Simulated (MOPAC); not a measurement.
MOPAC input (AM1):

```
AM1 FORCE THERMO(298,298) PRECISE LET UHF MS=0.5 GEO-OK AUX(PRECISION=9) THREADS=1
CClF2

F    -0.73031278 1   -0.88137313 1   -1.04601249 1
C    -0.42165278 1   -0.11328150 1   -0.00316417 1
F    -0.78244825 1   -0.74729024 1    1.11068164 1
Cl    0.94662168 1    0.91937394 1   -0.03427388 1
```

From the output:

```
    Cl    4   1.153389   2.798568   1.153464   4.503762

          HEAT OF FORMATION =     -90.210035 KCALS/MOLE

          ZERO POINT ENERGY       7.161 KCAL/MOL

           NORMAL COORDINATE ANALYSIS (Total motion = 1 Angstrom)

   Root No.       1         2         3         4         5         6

                 1 A"      1 A'      2 A'      3 A'      4 A'      2 A"

                 377.6     436.6     535.7     722.0    1410.2    1526.9

           1    0.2115   -0.0551   -0.0999    0.2117    0.2316   -0.2161
           2   -0.1720   -0.3189   -0.0663    0.0509   -0.0081   -0.0023
           3    0.1101    0.0815   -0.1332    0.0016   -0.0005    0.0015
           4    0.2035   -0.0525   -0.0972    0.1506   -0.2989    0.4591
           5    0.1465    0.0729    0.1351   -0.2093    0.4153    0.3303
           6   -0.0000   -0.0635    0.5428    0.2615   -0.0302   -0.0000
           7   -0.0959    0.3199    0.0946   -0.1155   -0.0659   -0.0708
           8    0.2552   -0.0491    0.0737   -0.1845   -0.2222   -0.2042
           9   -0.1101    0.0815   -0.1332    0.0016   -0.0005   -0.0015
          10   -0.1309   -0.1241    0.0358   -0.1025    0.0125   -0.0017
          11   -0.0942    0.1725   -0.0497    0.1425   -0.0173   -0.0013
          12    0.0000   -0.0658   -0.0411   -0.0903    0.0108    0.0000

           MASS-WEIGHTED COORDINATE ANALYSIS (NORMAL COORDINATES)

   Root No.       1         2         3         4         5         6

                 1 A"      1 A'      2 A'      3 A'      4 A'      2 A"

                 377.6     436.6     535.7     722.0    1410.2    1526.9

           1    0.4139   -0.0970   -0.1894    0.4210    0.4420   -0.3975
           2   -0.3365   -0.5613   -0.1257    0.1013   -0.0154   -0.0042
           3    0.2155    0.1434   -0.2525    0.0033   -0.0010    0.0027
           4    0.3167   -0.0734   -0.1465    0.2382   -0.4535    0.6713
           5    0.2279    0.1020    0.2036   -0.3310    0.6302    0.4830
           6   -0.0000   -0.0889    0.8183    0.4135   -0.0459   -0.0000
           7   -0.1876    0.5631    0.1794   -0.2298   -0.1258   -0.1303
           8    0.4993   -0.0863    0.1397   -0.3670   -0.4240   -0.3755
           9   -0.2155    0.1434   -0.2525    0.0033   -0.0010   -0.0027
          10   -0.3500   -0.2984    0.0927   -0.2786    0.0325   -0.0044
          11   -0.2518    0.4147   -0.1288    0.3871   -0.0452   -0.0032
          12    0.0000   -0.1582   -0.1066   -0.2455    0.0282    0.0000

          DESCRIPTION OF VIBRATIONS

 VIBRATION          1    1A"         ATOM PAIR     ENERGY CONTRIBUTION    RADIAL
 FREQUENCY           377.59         C 2 -- Cl4         +41.9% (135.7%)      0.0%
 TRANSITION DIPOLE   0.5442         C 2 -- F 3         +29.1% (113.0%)      2.5%
 TRAVEL (Ang.)       0.1776         F 1 -- C 2         +29.1% (113.0%)      2.5%
 REDUCED MASS        5.6649
 EFFECTIVE MASS     21.7471
 FORCE CONSTANT      0.4759

 VIBRATION          2    1A'         ATOM PAIR     ENERGY CONTRIBUTION    RADIAL
 FREQUENCY           436.58         F 1 -- C 2         +35.4% ( 56.8%)      0.1%
 TRANSITION DIPOLE   0.5499         C 2 -- F 3         +35.4% ( 56.8%)      0.1%
 TRAVEL (Ang.)       0.1441         C 2 -- Cl4         +29.2% ( 51.5%)     91.2%
 REDUCED MASS        7.4340
 EFFECTIVE MASS     23.9685
 FORCE CONSTANT      0.8348

 VIBRATION          3    2A'         ATOM PAIR     ENERGY CONTRIBUTION    RADIAL
 FREQUENCY           535.75         C 2 -- Cl4         +33.3% ( 92.0%)      0.4%
 TRANSITION DIPOLE   1.1149         F 1 -- C 2         +33.3% ( 92.0%)      0.1%
 TRAVEL (Ang.)       0.1341         C 2 -- F 3         +33.3% ( 92.0%)      0.1%
 REDUCED MASS        6.9996
 EFFECTIVE MASS     14.4340
 FORCE CONSTANT      1.1837

 VIBRATION          4    3A'         ATOM PAIR     ENERGY CONTRIBUTION    RADIAL
 FREQUENCY           722.04         C 2 -- Cl4         +47.7% ( 97.1%)     97.4%
 TRANSITION DIPOLE   2.9168         C 2 -- F 3         +26.2% ( 71.9%)      8.6%
 TRAVEL (Ang.)       0.1287         F 1 -- C 2         +26.2% ( 71.9%)      8.6%
 REDUCED MASS        5.6369
 EFFECTIVE MASS     20.7793
 FORCE CONSTANT      1.7314

 VIBRATION          5    4A'         ATOM PAIR     ENERGY CONTRIBUTION    RADIAL
 FREQUENCY          1410.21         C 2 -- F 3         +38.5% ( 82.9%)     65.7%
 TRANSITION DIPOLE   4.6711         F 1 -- C 2         +38.5% ( 82.9%)     65.7%
 TRAVEL (Ang.)       0.0904         C 2 -- Cl4         +23.0% ( 64.1%)     85.5%
 REDUCED MASS        5.8494
 EFFECTIVE MASS     14.6488
 FORCE CONSTANT      6.8538

 VIBRATION          6    2A"         ATOM PAIR     ENERGY CONTRIBUTION    RADIAL
 FREQUENCY          1526.90         C 2 -- F 3         +37.9% ( 86.2%)     82.8%
 TRANSITION DIPOLE   3.7646         F 1 -- C 2         +37.9% ( 86.2%)     82.8%
 TRAVEL (Ang.)       0.0820         C 2 -- Cl4         +24.2% ( 68.9%)      0.0%
 REDUCED MASS        6.5672
 EFFECTIVE MASS     14.0523
 FORCE CONSTANT      9.0210

      SYMMETRY NUMBER FOR POINT-GROUP Cs  =  1

          SYSTEM IS A GROUND STATE

 CClF2

          MOLECULE IS NOT LINEAR

          THERE ARE  6 GENUINE VIBRATIONS IN THIS SYSTEM
          THIS THERMODYNAMICS CALCULATION IS LIMITED TO
          MOLECULES WHICH HAVE NO INTERNAL ROTATIONS

                    CALCULATED THERMODYNAMIC PROPERTIES
                                          *
   TEMP. (K)   PARTITION FUNCTION   H.O.F.    ENTHALPY  HEAT CAPACITY ENTROPY
                                   KCAL/MOL   CAL/MOLE    CAL/K/MOL  CAL/K/MOL

 298.00  VIB.     0.1517D+01                   577.7212     5.0347     2.7669
         ROT.     0.6715D+05                   888.2803     2.9808    25.0680
         INT.     0.1019D+06                  1466.0015     8.0155    27.8349
         TRA.     0.7638D+27                  1480.4672     4.9680    39.2474
         TOT.                      -90.210    2946.4687    12.9835    67.0824

   *: NOTE: HEATS OF FORMATION ARE RELATIVE TO THE
            ELEMENTS IN THEIR STANDARD STATE AT 298K
              (=  Standard Enthalpy of Formation).

            Hvib:  Zero-point energy is not included.
                   frequencies of less than zero cm-1 are not included.
            Hrot = (3/2)RT
            Htra = (3/2)RT + pV = (5/2)RT

            Heat capacity is Cp, not Cv

          For more information, see: HTTP://OpenMOPAC.net/Manual/thermochemistry.html

           FORCE CONSTANT IN CARTESIAN COORDINATES (Millidynes/A)

    ATOM   CHEMICAL       X               Y               Z
   NUMBER   SYMBOL  FORCE CONSTANT  FORCE CONSTANT  FORCE CONSTANT

      1       F        9.914399        0.970731        0.322942
      2       C       10.689998        9.993466        2.031383
      3       F        1.940504        8.944626        0.322943
      4      Cl        1.661469        2.691581        0.854636

 **********************
 *                    *
 * JOB ENDED NORMALLY *
 *                    *
 **********************
```
